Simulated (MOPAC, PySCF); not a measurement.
C4H12Ge, SMILES `[CH3][Ge]([CH3])([CH3])[CH3]`, neutral singlet in the gas phase. 

Cartesian coordinates (Å):
SMILES: [CH3][Ge]([CH3])([CH3])[CH3]
```xyz
17

C     -1.3204    -1.4243     0.3313
Ge     0.0000     0.0000     0.0000
C      0.6947     0.6643     1.7198
C     -0.8605     1.4793    -0.9762
C      1.4862    -0.7193    -1.0749
H     -0.8591    -2.2623     0.8769
H     -1.7219    -1.8104    -0.6187
H     -2.1611    -1.0428     0.9315
H      1.1808    -0.1480     2.2824
H      1.4354     1.4628     1.5572
H     -0.1213     1.0712     2.3373
H     -1.2574     1.1287    -1.9418
H     -1.6950     1.8971    -0.3915
H     -0.1384     2.2871    -1.1727
H      1.9811    -1.5495    -0.5471
H      1.1193    -1.0956    -2.0426
H      2.2375     0.0617    -1.2709
```
Charge 0, spin multiplicity 1.

All levels are single points at this geometry (B3LYP-D3(BJ)/def2-SVP); Pople sets use spherical d functions. Orbital energies aren't observables, and empty levels follow the basis.

HF/6-31G* in PySCF gives dipole (D) = 0.00.

Question: Estimate the dipole (D) from each of these levels: B3LYP-D3(BJ)/def2-TZVP in PySCF; PBE-D3(BJ)/def2-TZVP in PySCF; B3LYP/6-311+G** (LANL2DZ on Ge) in PySCF; B3LYP/6-31G* in PySCF; B3LYP/LANL2DZ in PySCF; BP86/6-31G* in PySCF; M06-2X/6-31G* in PySCF; PBE/6-31G* in PySCF; SVWN5/6-31G* in PySCF; HF/STO-3G in PySCF; PM3 in MOPAC; PM7 in MOPAC.

Answer: 
```csv
level,dipole (D)
B3LYP-D3(BJ)/def2-TZVP in PySCF,0.00
PBE-D3(BJ)/def2-TZVP in PySCF,0.00
B3LYP/6-311+G** (LANL2DZ on Ge) in PySCF,0.00
B3LYP/6-31G* in PySCF,0.00
B3LYP/LANL2DZ in PySCF,0.00
BP86/6-31G* in PySCF,0.00
M06-2X/6-31G* in PySCF,0.00
PBE/6-31G* in PySCF,0.00
SVWN5/6-31G* in PySCF,0.00
HF/STO-3G in PySCF,0.00
PM3 in MOPAC,0.00
PM7 in MOPAC,0.00
```
